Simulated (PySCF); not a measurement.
Molecule: SMILES C1=C[C@H]2[C@]1(F)C=C2, C6H5F.

Geometry:
```json
{"atom": "F1", "x (Å)": "-1.804", "y (Å)": "0.349", "z (Å)": "-1.620"}
{"atom": "C2", "x (Å)": "-0.914", "y (Å)": "0.266", "z (Å)": "-0.598"}
{"atom": "C3", "x (Å)": "0.055", "y (Å)": "1.423", "z (Å)": "-0.423"}
{"atom": "C4", "x (Å)": "1.136", "y (Å)": "0.628", "z (Å)": "-0.439"}
{"atom": "C5", "x (Å)": "0.339", "y (Å)": "-0.655", "z (Å)": "-0.645"}
{"atom": "C6", "x (Å)": "-0.249", "y (Å)": "-1.314", "z (Å)": "0.598"}
{"atom": "C7", "x (Å)": "-1.340", "y (Å)": "-0.533", "z (Å)": "0.623"}
{"atom": "H8", "x (Å)": "-0.101", "y (Å)": "2.494", "z (Å)": "-0.268"}
{"atom": "H9", "x (Å)": "2.200", "y (Å)": "0.810", "z (Å)": "-0.266"}
{"atom": "H10", "x (Å)": "0.526", "y (Å)": "-1.264", "z (Å)": "-1.540"}
{"atom": "H11", "x (Å)": "0.137", "y (Å)": "-2.081", "z (Å)": "1.274"}
{"atom": "H12", "x (Å)": "-2.193", "y (Å)": "-0.437", "z (Å)": "1.299"}
```

Spin–spin couplings on one PBE0-D3(BJ)/def2-SVP geometry, PySCF, gas phase, non-relativistic, equivalent pairs averaged (spin–dipole term only in couplings to heteroatoms); isotopes ¹⁹F, ¹³C, ¹H; basis pcJ-1.

Task: How do the couplings (Hz) change with the functional? Times are CPU seconds on 1 thread of an Arm Neoverse V2, shared host.

Result: 
```tsv
functional	functions	¹J(F1,C2)	¹J(C3,H8)	¹J(C4,H9)	¹J(C5,H10)	¹J(C3,C4)	¹J(C2,C3)	¹J(C4,C5)	core-s
LDA	239	-339.4	146.4	146.0	136.0	49.9	21.7	16.8	19
PBE	239	-352.7	169.8	169.6	159.2	62.9	33.1	27.0	27
KT2	239	-352.6	181.5	181.4	170.5	53.0	23.9	18.8	27
PBE0	239	-314.4	176.5	176.0	163.9	70.2	42.0	34.6	34
B97-2	239	-307.7	169.4	169.0	156.2	69.2	40.9	34.0	33
BHandHLYP	239	-271.7	200.8	199.8	184.1	88.2	57.5	48.7	33
CAM-B3LYP	239	-299.9	183.6	182.7	169.3	70.5	43.1	35.7	42
``` Left out for a near triplet instability: HF/pcJ-1.
